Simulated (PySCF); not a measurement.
## Telling isomers of C₇H₈ClFO apart by NMR

[PySCF 2.14.0 with density-fitted response routines: geometry from GFN2-xTB; PBE0/pcSseg-1 with gauge-including orbitals; gas phase; one computed conformer; non-relativistic Hamiltonian; one averaged value for each set of equivalent atoms]

Chemical shifts δ = σref − σ; ¹H, ¹³C against TMS, all at this level. Splittings of carbon signals by F and P are missing where no couplings were computed. Where no couplings were computed, multiplicities follow the n + 1 count of equivalent neighbours, and m marks all less simple cases (inequivalent or close neighbours, rings, F or P nearby). Shifts are as computed. Against solution values, carbons near 30 ppm lie about +3 ppm off and those near 130 ppm about +5 ppm; carbons on Cl a further +6 ppm. Of 1211 compounds with measured shifts, 218 miss one by over three times the rms of a fit or turn the order of signals round; such compounds aren't used in these exercises. Carbons bonded to Cl come out too deshielded.

(1) Tabulate the signals of `C=C/C(Cl)=C(/CC)C(=O)F`, `C=C/C(CC)=C(/Cl)C(=O)F` and their relative energies.

(2) What is the quickest way to tell C=C/C(Cl)=C(/CC)C(=O)F from C=C/C(CC)=C(/Cl)C(=O)F?

Results:

(1) 
```json
{"SMILES": "C=C/C(Cl)=C(/CC)C(=O)F", "carbon types": "3×C 1×CH 2×CH2 1×CH3", "δC": "164.9, 162.9, 141.1, 135.3, 134.9, 32.3, 14.6", "δH": "7.58 (m, 1H), 6.53 (m, 1H), 6.08 (m, 1H), 2.88 (q, 2H), 1.09 (t, 3H)", "E rel. (kcal/mol)": "0.0"}
{"SMILES": "C=C/C(CC)=C(/Cl)C(=O)F", "carbon types": "3×C 1×CH 2×CH2 1×CH3", "δC": "171.7, 161.6, 140.8, 133.5, 126.4, 30.2, 15.6", "δH": "8.63 (m, 1H), 6.18 (m, 1H), 6.13 (m, 1H), 2.85 (q, 2H), 1.22 (t, 3H)", "E rel. (kcal/mol)": "2.3"}
```

Energies are electronic energies at PBE0/pcSseg-1 on these geometries, without zero-point or thermal terms, each for the one conformer computed, which needn't be the lowest.

(2) Both give the same number of carbon signals, with the same numbers of each carbon type, so the positions decide. The first has an α carbon of a C=C–C=O unit (C) at 135.3 ppm, the second an α carbon of a C=C–C=O unit (C) at 126.4 ppm. Their most deshielded carbons lie at 164.9 and 171.7 ppm. In the proton spectra the most deshielded non-exchanging signals are 7.58 (m, 1H) and 8.63 (m, 1H).
